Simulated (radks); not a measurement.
Q: The mean radii <r> (bohr) of the occupied orbitals of an atom or ion are listed with their occupations. Method: scalar-relativistic Kohn-Sham, PBEsol, spin-polarised, spherical densities, finite nucleus; Fermi nuclear charge, rms radius of each element as measured or else 0.836 A^(1/3) + 0.57 fm; computed with a radial shooting solver on a logarithmic mesh with Libxc functionals.

orbital  occ.      <r>
1s up       1  0.02074
1s down     1  0.02074
2s up       1  0.08789
2s down     1  0.08788
2p up       3  0.07782
2p down     3  0.07780
3s up       1   0.2243
3s down     1   0.2244
3p up       3   0.2218
3p down     3   0.2219
3d up       5   0.1994
3d down     4   0.1995

Name the element and its charge. Open shells, if any, are filled with parallel spins first.

A: Z = 67, holmium, charge +40: Ho40+ in [Ar] 3d9. The 1s radius gives Z: for a bare nucleus <r> = (2 gamma + 1)/(2Z) with gamma = sqrt(1 - (Z/c)^2), 0.02048 bohr for Z = 67, and screening makes it slightly larger (0.02074 here). The occupations add up to 27, and the charge is Z minus that.
